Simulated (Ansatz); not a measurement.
Al₁₅N₁₅H₃₆, a nanocrystal cut from wurtzite AlN (hydrogen-capped). The state is a triplet with charge 0. Geometry PBE-D4/def2-SVP, that of the neutral singlet.

Cartesian coordinates in Å:
```
N 2.663 2.627 1.807
Al 3.753 1.245 0.876
Al 2.379 2.228 -1.745
N 2.647 0.690 -0.604
Al 3.670 -0.607 -1.601
N 2.498 -1.073 -3.141
Al 0.946 2.005 2.464
N 1.474 0.405 3.464
Al -0.298 2.865 -0.117
N 0.390 2.453 -1.847
N -0.006 1.322 0.957
Al 0.978 0.018 -0.046
Al 0.616 -1.252 2.894
N 1.232 -1.527 1.101
Al -0.384 0.933 -2.700
N -0.089 -0.543 -1.537
Al 0.776 -1.824 -2.657
Al 0.531 -3.149 0.357
N 1.311 -3.253 -1.428
N -2.250 3.052 -0.295
Al -1.691 0.615 1.574
N -1.274 -0.955 2.647
Al -3.200 1.496 -1.012
N -2.332 1.219 -2.747
N -2.712 0.031 0.067
Al -1.775 -1.280 -0.961
Al -2.097 -2.568 1.990
N -1.355 -2.767 0.224
Al -4.464 -0.636 0.624
N -3.993 -2.198 1.778
H 3.227 3.032 2.570
H 2.545 3.404 1.131
H 5.161 1.887 0.459
H 3.809 0.051 2.003
H 2.921 3.574 -1.026
H 2.847 1.903 -3.261
H 5.073 -0.071 -2.159
H 3.716 -2.028 -0.776
H 2.385 -0.201 -3.691
H 3.016 -1.708 -3.769
H 0.191 3.011 3.450
H 2.488 0.243 3.270
H 1.396 0.539 4.483
H 0.284 4.211 0.542
H 0.314 3.281 -2.464
H 0.946 -2.404 3.953
H 2.264 -1.644 1.153
H 0.126 0.665 -4.201
H -0.053 -2.460 -3.867
H 0.852 -4.500 1.149
H 2.337 -3.145 -1.261
H 1.186 -4.189 -1.840
H -2.492 3.918 -0.802
H -2.619 3.209 0.662
H -2.466 1.712 2.467
H -1.672 -0.786 3.588
H -4.757 1.812 -1.197
H -2.579 1.959 -3.423
H -2.746 0.358 -3.151
H -2.622 -1.801 -2.231
H -1.908 -3.844 2.938
H -1.799 -3.608 -0.187
H -5.175 0.411 1.621
H -5.248 -1.275 -0.630
H -4.426 -2.059 2.704
H -4.471 -3.033 1.404
```

Single mean-field runs in def2-SVP are fitted with def2-universal-jkfit. At PBE-D4/def2-SVP the gap within one spin of the charge 0 triplet nearly closes, so an electron or hole may be smeared out by delocalisation error. At PBE0-D4/def2-SVP a singlet of charge 0 lies 6.11 eV below the triplet at the same geometry.

Estimate the α-spin orbital energies around the gap (eV) in Ansatz with PBE-D4/def2-SVP, PBE0-D4/def2-SVP.


```json
{"orbital": "HOMO−5", "PBE-D4/def2-SVP": "-6.67", "PBE0-D4/def2-SVP": "-7.93"}
{"orbital": "HOMO−4", "PBE-D4/def2-SVP": "-6.66", "PBE0-D4/def2-SVP": "-7.88"}
{"orbital": "HOMO−3", "PBE-D4/def2-SVP": "-6.61", "PBE0-D4/def2-SVP": "-7.87"}
{"orbital": "HOMO−2", "PBE-D4/def2-SVP": "-6.50", "PBE0-D4/def2-SVP": "-7.67"}
{"orbital": "HOMO−1", "PBE-D4/def2-SVP": "-6.48", "PBE0-D4/def2-SVP": "-7.43"}
{"orbital": "HOMO", "PBE-D4/def2-SVP": "-1.13", "PBE0-D4/def2-SVP": "-1.41"}
{"orbital": "LUMO", "PBE-D4/def2-SVP": "-0.91", "PBE0-D4/def2-SVP": "-0.15"}
{"orbital": "LUMO+1", "PBE-D4/def2-SVP": "-0.77", "PBE0-D4/def2-SVP": "0.04"}
{"orbital": "LUMO+2", "PBE-D4/def2-SVP": "-0.76", "PBE0-D4/def2-SVP": "0.04"}
{"orbital": "LUMO+3", "PBE-D4/def2-SVP": "-0.66", "PBE0-D4/def2-SVP": "0.20"}
{"orbital": "LUMO+4", "PBE-D4/def2-SVP": "-0.53", "PBE0-D4/def2-SVP": "0.33"}
{"orbital": "LUMO+5", "PBE-D4/def2-SVP": "-0.45", "PBE0-D4/def2-SVP": "0.38"}
{"orbital": "β HOMO", "PBE-D4/def2-SVP": "-6.40", "PBE0-D4/def2-SVP": "-7.36"}
{"orbital": "β LUMO", "PBE-D4/def2-SVP": "-6.36", "PBE0-D4/def2-SVP": "-6.27"}
```
